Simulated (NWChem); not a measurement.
System: C₂H₆BO₂ cation

Input file for NWChem:

```
start job
memory heap 200 mb stack 700 mb global 900 mb
charge 1
geometry units angstroms noautosym nocenter noautoz
  C      0.042595     2.627479     0.054401
  O     -0.151537     1.234243    -0.218370
  B     -0.002004    -0.000315    -0.184110
  O      0.146208    -1.234878    -0.227096
  C     -0.039044    -2.627678     0.054402
  H     -0.119804     2.791387     1.125984
  H      1.064594     2.892605    -0.240284
  H     -0.693172     3.176380    -0.542980
  H      0.495218    -3.185260    -0.722285
  H      0.384198    -2.831650     1.044726
  H     -1.113318    -2.843870     0.026360
end
basis spherical
  * library 6-31g*
end
dft
  xc xcamb88 1.00 lyp 0.81 vwn_5 0.19 hfexch 1.00
  cam 0.33 cam_alpha 0.19 cam_beta 0.46
  iterations 150
end
property
  efieldgrad
end
task dft property
```

Output (shortened):

```
             Northwest Computational Chemistry Package (NWChem) 7.3.0
             --------------------------------------------------------

                             Geometry "geometry" -> ""
                             -------------------------

 Output coordinates in angstroms (scale by  1.889725989 to convert to a.u.)

  No.       Tag          Charge          X              Y              Z
 ---- ---------------- ---------- -------------- -------------- --------------
    1 C                    6.0000     0.04259500     2.62747900     0.05440100
    2 O                    8.0000    -0.15153700     1.23424300    -0.21837000
    3 B                    5.0000    -0.00200400    -0.00031500    -0.18411000
    4 O                    8.0000     0.14620800    -1.23487800    -0.22709600
    5 C                    6.0000    -0.03904400    -2.62767800     0.05440200
    6 H                    1.0000    -0.11980400     2.79138700     1.12598400
    7 H                    1.0000     1.06459400     2.89260500    -0.24028400
    8 H                    1.0000    -0.69317200     3.17638000    -0.54298000
    9 H                    1.0000     0.49521800    -3.18526000    -0.72228500
   10 H                    1.0000     0.38419800    -2.83165000     1.04472600
   11 H                    1.0000    -1.11331800    -2.84387000     0.02636000

 Effective nuclear repulsion energy (a.u.)     158.4516837467

                              NWChem Property Module
                              ----------------------

  itol2e modified to match energy
  convergence criterion.

                                 NWChem DFT Module
                                 -----------------

 Summary of "ao basis" -> "ao basis" (spherical)
 ------------------------------------------------------------------------------
       Tag                 Description            Shells   Functions and Types
 ---------------- ------------------------------  ------  ---------------------
 C                           6-31g*                  6       14   3s2p1d
 O                           6-31g*                  6       14   3s2p1d
 B                           6-31g*                  6       14   3s2p1d
 H                           6-31g*                  2        2   2s

  itol2e modified to match energy
  convergence criterion.

            General Information
            -------------------
          SCF calculation type: DFT
          Wavefunction type:  closed shell.
          No. of atoms     :    11
          No. of electrons :    38
           Alpha electrons :    19
            Beta electrons :    19
          Charge           :     1
          Spin multiplicity:     1
          Use of symmetry is: off; symmetry adaption is: off
          Maximum number of iterations: 150
          AO basis - number of functions:    82
                     number of shells:    42
          Convergence on energy requested:  1.00D-07
          Convergence on density requested:  1.00D-05
          Convergence on gradient requested:  5.00D-04

              XC Information
              --------------
                     Hartree-Fock (Exact) Exchange  1.000
                   CAM-Becke88 Exchange Functional  1.000
                      VWN V Correlation Functional  0.190 local
              Lee-Yang-Parr Correlation Functional  0.810

           Range-Separation Parameters
           ---------------------------
           Alpha           :  0.19
           Beta            :  0.46
           Gamma           :  0.33
           Short-Range HF  :     F

             Grid Information
             ----------------
          Grid used for XC integration:  fine
          Radial quadrature: Mura-Knowles
          Angular quadrature: Lebedev.
          Tag              B.-S. Rad. Rad. Pts. Rad. Cut. Ang. Pts.
          ---              ---------- --------- --------- ---------
          C                   0.70       70          13.0       590
          O                   0.60       70          11.0       590
          B                   0.85       70          10.0       590
          H                   0.35       60          14.0       590
          Grid pruning is: on
          Number of quadrature shells:   710
          Spatial weights used:  Erf1

      Superposition of Atomic Density Guess
      -------------------------------------

 Sum of atomic energies:        -252.34469649

 Renormalizing density from      39.00 to     38

      Non-variational initial energy
      ------------------------------

 Total energy =    -250.438595
 1-e energy   =    -639.496708
 2-e energy   =     230.606429
 HOMO         =      -0.671825
 LUMO         =      -0.257707

   convergence    iter        energy       DeltaE   RMS-Dens  Diis-err
 ---------------- ----- ----------------- --------- --------- ---------
 d= 0,ls=0.0,diis     1   -254.6396184582 -4.13D+02  1.31D-02  1.53D+00
 d= 0,ls=0.0,diis     2   -254.6058120137  3.38D-02  6.67D-03  2.08D+00
 d= 0,ls=0.0,diis     3   -254.7863469541 -1.81D-01  6.73D-04  8.80D-03
 d= 0,ls=0.0,diis     4   -254.7874131205 -1.07D-03  1.11D-04  1.21D-04
 d= 0,ls=0.0,diis     5   -254.7874281684 -1.50D-05  3.68D-05  3.17D-05
  Resetting Diis
 d= 0,ls=0.0,diis     6   -254.7874319198 -3.75D-06  6.77D-06  6.16D-07
 d= 0,ls=0.0,diis     7   -254.7874320005 -8.08D-08  1.71D-06  1.49D-08

         Total DFT energy =     -254.787432000549
      One electron energy =     -651.411776155320
           Coulomb energy =      272.184244139765
    Exchange-Corr. energy =      -34.011583731679
 Nuclear repulsion energy =      158.451683746685

 Numeric. integr. density =       37.999999969192

                       DFT Final Molecular Orbital Analysis
                       ------------------------------------

 Vector   17  Occ=2.000000D+00  E=-6.406058D-01
              MO Center= -2.0D-02,  6.4D-02,  9.7D-02, r^2= 6.9D+00
   Bfn.  Coefficient  Atom+Function         Bfn.  Coefficient  Atom+Function
  ----- ------------  ---------------      ----- ------------  ---------------
     5      0.272900   1 C  pz               61      0.271572   5 C  pz
    19     -0.208808   2 O  pz               47     -0.205750   4 O  pz
    33     -0.191002   3 B  pz               79      0.169450  10 H  s
    71      0.154287   6 H  s                75     -0.150955   8 H  s
    23     -0.137565   2 O  pz               51     -0.135725   4 O  pz

[...]

          -----------------------
          Electric field gradient
          -----------------------

 1 a.u. = 0.324123 10**(16) esu/cm**3  ( or statvolts/cm**2 ) = 0.97174 10**(22) v/m**2

 ------------------------------------------------------------
   Atom      X         Y         Z
 ------------------------------------------------------------
    1 C    0.08049   4.96522   0.10280
 ------------------------------------------------------------

 Electric field gradient in molecular frame (a.u.)
         XX             YY             ZZ             XY             XZ             YZ
 ------------------------------------------------------------------------------------------
        0.338943      -0.655785       0.316842      -0.140467      -0.020789      -0.196605

 Principal components (a.u.) and orientation
 of principal axis w.r.t. absolute frame                      Asymmetry parameter eta
 --------------------------------------------------------------------------------------
       -0.713149       0.363101       0.350048                       0.018302

        0.133624       0.776911      -0.615268
        0.972956      -0.220876      -0.067597
        0.188415       0.589596       0.785415

 ------------------------------------------------------------
   Atom      X         Y         Z
 ------------------------------------------------------------
    2 O   -0.28636   2.33238  -0.41266
 ------------------------------------------------------------

 Electric field gradient in molecular frame (a.u.)
         XX             YY             ZZ             XY             XZ             YZ
 ------------------------------------------------------------------------------------------
        0.698127      -1.386845       0.688718      -0.075628      -0.024431      -0.220935

 Principal components (a.u.) and orientation
 of principal axis w.r.t. absolute frame                      Asymmetry parameter eta
 --------------------------------------------------------------------------------------
       -1.412967       0.723748       0.689219                       0.024438

        0.036816      -0.583524       0.811261
        0.993801      -0.063837      -0.091017
        0.104899       0.809583       0.577557

 ------------------------------------------------------------
   Atom      X         Y         Z
 ------------------------------------------------------------
    3 B   -0.00379  -0.00060  -0.34792
 ------------------------------------------------------------

 Electric field gradient in molecular frame (a.u.)
         XX             YY             ZZ             XY             XZ             YZ
 ------------------------------------------------------------------------------------------
       -0.143953       0.280960      -0.137008      -0.001477       0.000341       0.000207

 Principal components (a.u.) and orientation
 of principal axis w.r.t. absolute frame                      Asymmetry parameter eta
 --------------------------------------------------------------------------------------
        0.280966      -0.143975      -0.136991                       0.024857

       -0.003476       0.998791       0.049032
        0.999994       0.003496      -0.000322
        0.000493      -0.049031       0.998797

 ------------------------------------------------------------
   Atom      X         Y         Z
 ------------------------------------------------------------
    4 O    0.27629  -2.33358  -0.42915
 ------------------------------------------------------------

 Electric field gradient in molecular frame (a.u.)
         XX             YY             ZZ             XY             XZ             YZ
 ------------------------------------------------------------------------------------------
        0.704148      -1.386781       0.682633      -0.068975       0.024730       0.222281

 Principal components (a.u.) and orientation
 of principal axis w.r.t. absolute frame                      Asymmetry parameter eta
 --------------------------------------------------------------------------------------
       -1.412782       0.723690       0.689092                       0.024489

        0.033618       0.709810      -0.703591
        0.993817       0.050797       0.098731
       -0.105821       0.702560       0.703713

 ------------------------------------------------------------
   Atom      X         Y         Z
 ------------------------------------------------------------
    5 C   -0.07378  -4.96559   0.10280
 ------------------------------------------------------------

 Electric field gradient in molecular frame (a.u.)
         XX             YY             ZZ             XY             XZ             YZ
 ------------------------------------------------------------------------------------------
        0.336363      -0.654879       0.318516      -0.133057       0.020763       0.203605

 Principal components (a.u.) and orientation
 of principal axis w.r.t. absolute frame                      Asymmetry parameter eta
 --------------------------------------------------------------------------------------
       -0.713001       0.362965       0.350036                       0.018133

        0.127174      -0.521768       0.843555
        0.972616       0.232401      -0.002883
       -0.194539       0.820821       0.537036

 ------------------------------------------------------------
   Atom      X         Y         Z
 ------------------------------------------------------------
    6 H   -0.22640   5.27496   2.12780
 ------------------------------------------------------------

 Electric field gradient in molecular frame (a.u.)
         XX             YY             ZZ             XY             XZ             YZ
 ------------------------------------------------------------------------------------------
        0.140386       0.110023      -0.250410       0.003638       0.060841      -0.056373

 Principal components (a.u.) and orientation
 of principal axis w.r.t. absolute frame                      Asymmetry parameter eta
 --------------------------------------------------------------------------------------
       -0.268042       0.150369       0.117672                       0.121984

       -0.147014       0.974500       0.169520
        0.147260      -0.147909       0.977976
        0.978111       0.168740      -0.121760

 ------------------------------------------------------------
   Atom      X         Y         Z
 ------------------------------------------------------------
    7 H    2.01179   5.46623  -0.45407
 ------------------------------------------------------------

 Electric field gradient in molecular frame (a.u.)
         XX             YY             ZZ             XY             XZ             YZ
 ------------------------------------------------------------------------------------------
       -0.214685       0.096779       0.117906      -0.088420       0.105855       0.018605

 Principal components (a.u.) and orientation
 of principal axis w.r.t. absolute frame                      Asymmetry parameter eta
 --------------------------------------------------------------------------------------
       -0.267790       0.150172       0.117618                       0.121567

        0.933144       0.318078      -0.167537
        0.239979      -0.204132       0.949073
       -0.267680       0.925827       0.266817

 ------------------------------------------------------------
   Atom      X         Y         Z
 ------------------------------------------------------------
    8 H   -1.30991   6.00249  -1.02608
 ------------------------------------------------------------

 Electric field gradient in molecular frame (a.u.)
         XX             YY             ZZ             XY             XZ             YZ
 ------------------------------------------------------------------------------------------
       -0.042105       0.020234       0.021871       0.132020      -0.156653       0.104829

 Principal components (a.u.) and orientation
 of principal axis w.r.t. absolute frame                      Asymmetry parameter eta
 --------------------------------------------------------------------------------------
       -0.268436       0.149897       0.118539                       0.116820

        0.670663      -0.654008       0.349978
       -0.504269      -0.055974       0.861731
        0.543989       0.754414       0.367335

 ------------------------------------------------------------
   Atom      X         Y         Z
 ------------------------------------------------------------
    9 H    0.93583  -6.01927  -1.36492
 ------------------------------------------------------------

 Electric field gradient in molecular frame (a.u.)
         XX             YY             ZZ             XY             XZ             YZ
 ------------------------------------------------------------------------------------------
        0.048267       0.017032      -0.065299       0.096592       0.147849      -0.140142

 Principal components (a.u.) and orientation
 of principal axis w.r.t. absolute frame                      Asymmetry parameter eta
 --------------------------------------------------------------------------------------
       -0.268392       0.149864       0.118528                       0.116756

       -0.486659       0.825927       0.284619
        0.512173       0.005818       0.858863
        0.707702       0.563747      -0.425849

[...]
```

Level: CAM-B3LYP/6-31G* (spherical d). Geometry: optimised at PBE0/def2-SVP. NWChem prints the field gradient with the sign opposite to the second derivative of the potential.
